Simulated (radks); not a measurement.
The numbers below are computed, except where a source is named.
Initial-state core-level shifts of neutral chromium when its valence configuration changes from [Ar] 3d5 4s1. Level of theory: non-relativistic Kohn-Sham, PBEsol, spin-polarised, spherical densities, point nucleus; open shells are filled with parallel spins first (a radial shooting solver on a logarithmic mesh with Libxc functionals). Shifts are changes of the shell-averaged eigenvalues in eV (positive: less bound); the change of the density at the nucleus, which sets a Mossbauer isomer shift, is in e/bohr^3, on a base of 9305.

valence               2s       2p       3s       3p  density at nucleus
3d5 4s0.5 4p0.5   -0.651   -0.656   -0.719   -0.727             -1.6812
3d4 4s2           -5.232   -5.177   -4.746   -4.610             +4.3689
3d4 4s1 4p1       -6.386   -6.327   -5.875   -5.727             +1.5713
3d3 4s2 4p1      -13.619  -13.480  -11.962  -11.608             +7.9912
3d2 4s2 4p2      -23.370  -23.127  -19.780  -19.165            +12.4338
3d4.5 4s1 4p0.5   -2.956   -2.931   -2.775   -2.711             +0.6839
3d5 4p1           -1.255   -1.265   -1.392   -1.407             -3.4581
3d2 4s1.5 4p2.5  -23.764  -23.517  -20.161  -19.541             +9.8260
3d4.5 4s1.5       -2.395   -2.371   -2.221   -2.164             +1.8641
